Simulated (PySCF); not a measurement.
## IWN: map over both bonds

These are results of UPBE0/[W def2-SVP with ECP60, N def2-SVP, I def2-SVP with ECP28], scalar-relativistic core potentials, density fitting, no spin–orbit coupling, PySCF, not measurements.

Rigid scan from the triplet minimum (W–I 2.634 Å, W–N 1.653 Å; I–W–N 107.4°). Coordinate: rows scale the first bond (W–N), columns the second (W–I). Energies in kJ/mol from the minimum.

| scale \ scale | 0.94 | 0.97 | 1.00 | 1.04 | 1.09 | 1.15 |
| --- | --- | --- | --- | --- | --- | --- |
| 0.94 | ? | 40.9 | ? | 40.0 | 56.2 | ? |
| 0.97 | 26.5 | 12.7 | 8.3 | 13.0 | 29.9 | 59.0 |
| 1.00 | 17.1 | 3.9 | 0.1 | 5.4 | 23.0 | 52.8 |
| 1.04 | ? | 15.0 | 11.8 | 17.9 | 36.3 | 66.8 |
| 1.09 | 64.9 | ? | 50.6 | 57.4 | 76.5 | 107.5 |
| 1.15 | 126.3 | 115.0 | 112.9 | 120.1 | 139.4 | 170.6 |

Question: Fill in the five missing cells, row by row.

Answer: 55.5, 36.0, 84.6, 27.5, 53.1.

Other spin states or occupations of the open shell can lie lower. With an element this heavy the missing spin–orbit coupling can shift these numbers.

The scan took 40 s on 2 threads of a shared AMD EPYC 9R45 96-Core (Zen 5) host; the process peaked at 0.7 GiB. Launch command: `OMP_NUM_THREADS=2 python axn.py task.json out`.
